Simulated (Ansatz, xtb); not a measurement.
# Relative energy of two isomers of C8H6N+

Structure a is `C#Cc1ccncc1[CH2+]`, a singlet and structure b is `C#Cc1ccc([CH2+])cn1`, a singlet. Both are isolated ions in the gas phase, relaxed with PBE0-D3(BJ)/def2-SVP; the shapes shown needn't be the lowest conformers.

a (Å):

| atom | x (Å) | y (Å) | z (Å) |
| --- | --- | --- | --- |
| C | 1.3105 | -1.9900 | 0.7260 |
| C | 0.7102 | -1.0798 | 0.1883 |
| C | 0.0269 | -0.0304 | -0.4554 |
| C | 0.2840 | 0.3021 | -1.7834 |
| C | -0.4285 | 1.3522 | -2.3696 |
| C | -1.6346 | 1.8151 | -0.5070 |
| C | -0.9828 | 0.7585 | 0.2355 |
| C | -1.3294 | 0.5394 | 1.5373 |
| N | -1.3685 | 2.0961 | -1.7495 |
| H | 1.8482 | -2.7999 | 1.1956 |
| H | 1.0288 | -0.2474 | -2.3608 |
| H | -0.2312 | 1.6167 | -3.4150 |
| H | -2.3989 | 2.4194 | -0.0005 |
| H | -0.8557 | -0.2520 | 2.1281 |
| H | -2.0940 | 1.1540 | 2.0241 |

b (Å):

```xyz
15

C     2.1790   -2.3067    0.8208
C     1.3629   -1.4611    0.5045
C     0.4213   -0.4869    0.1228
C     0.1625   -0.2583   -1.2616
C    -0.7582    0.6907   -1.6057
C    -1.4263    1.4197   -0.5621
C    -2.3608    2.3835   -0.8165
C    -1.0727    1.0949    0.8028
N    -0.1971    0.1908    1.1256
H     2.9015   -3.0547    1.1116
H     0.6995   -0.8410   -2.0114
H    -0.9910    0.9002   -2.6532
H    -2.8535    2.9223   -0.0003
H    -2.6465    2.6470   -1.8401
H    -1.5633    1.6342    1.6241
```

Energies in hartree; the thermal terms are from GFN2-xTB frequencies at re-optimised GFN2-xTB minima (ideal gas, soft modes damped towards free rotors, one conformer each, 298.15 K, 1 atm) and include the zero-point energy:

```
                              a           b
E, CCSD(T)/def2-SVP  −361.518860  −361.521337
    E, MP2/def2-SVP  −361.414035  −361.415950
  E, MP2/def2-TZVPP  −362.054923  −362.056448
  zero-point energy     0.108218     0.108274
       H(298 K) − E     0.117258     0.117343
       G(298 K) − E     0.075775     0.075773
```

Correct the CCSD(T) difference for the basis set by the MP2 change, then work out ΔE, ΔE₀, ΔH and ΔG for a → b in kJ/mol (1 Eh = 2625.50 kJ/mol) and the equilibrium ratio [b]/[a].

1. Differences b − a: CCSD(T) −0.002477, MP2 in the small set −0.001915, MP2 in the large set −0.001525 Eh.
2. ΔE = −0.002477 + (−0.001525 − (−0.001915)) = −0.002087 Eh = −5.48 kJ/mol.
3. ΔE₀ = ΔE + ΔZPE = −0.002087 + (+0.000056) Eh = −5.33 kJ/mol.
4. ΔH = ΔE + (+0.000085) Eh = −5.26 kJ/mol.
5. ΔG = ΔE + (−0.000002) Eh = −5.48 kJ/mol, so ΔS = (ΔH − ΔG)/T = +0.8 J/(mol K).
6. kT = 0.9442 mEh, so K = [b]/[a] = exp(−ΔG/kT) = exp(+2.21) ≈ 9.1.

Structure b is favoured at this temperature. An error of 4 kJ/mol in ΔG would change K by a factor of 5. Mirror images and further conformers aren't counted.

As drawn, both hold the same kinds of bond in the same numbers.

Other levels gave ΔE = −4.0 (GFN2-xTB); −10.6 (HF/STO-3G, GFN2-xTB geometries); −9.1 (r2SCAN-D4/def2-SVP, GFN2-xTB geometries); −7.1 (PBE0-D3(BJ)/def2-SVP); −4.9 (HF/def2-SVP); −5.0 (MP2/def2-SVP); −6.5 (CCSD(T)/def2-SVP) kJ/mol. The correlated steps freeze 9 core orbitals. Programs: Ansatz 0.2.0, xtb 6.7.1.
